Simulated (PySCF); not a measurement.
A compound of formula C24H14F6Se4 has these computed shifts in ppm, with the number of atoms in brackets (GIAO KT3/pcSseg-1, gas phase, PySCF SCF with an in-house response code, fitting set def2-universal-JFIT, grid level 2, non-relativistic, on the GFN2-xTB geometry; 13C, 1H against isolated TMS; 19F against isolated CFCl3; 77Se against isolated Me2Se).

1H: 7.22 (2), 7.12 (2), 7.12 (2), 7.04 (2), 7.03 (2), 6.94 (2), 6.90 (2)
13C: 153.0 (2), 148.6 (2), 146.9 (2), 133.1 (2), 130.0 (2), 124.5 (2), 122.1 (2), 121.7 (2), 118.9 (2), 118.0 (2), 117.8 (2), 116.1 (2)
19F: -85.1 (6)
77Se: 496.0 (2), 465.1 (2)

Question: Which structure gave them?

Answer: FC(F)(F)c1ccc(/C=C/c2ccc(/C=C/c3ccc(/C=C/c4ccc(C(F)(F)F)[se]4)[se]3)[se]2)[se]1. Other isomers were not compared.
